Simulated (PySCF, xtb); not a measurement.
B3H7N3, SMILES [NH2+]1BNBNB1, charge +1.

GFN2-xTB (xtb) at its own geometry gives an orbital gap of 4.48 eV.

Coordinates come from a B3LYP-D3(BJ)/def2-SVP optimisation. The isomer is the one that the SMILES or the coordinates give; other isomers of the formula were not compared.

Task: What does PBE/def2-TZVP (PySCF) give? (The exact figures need the calculation; the answer reports its results.)

Result: gap 5.43 eV (levels -12.55 and -7.11 eV).
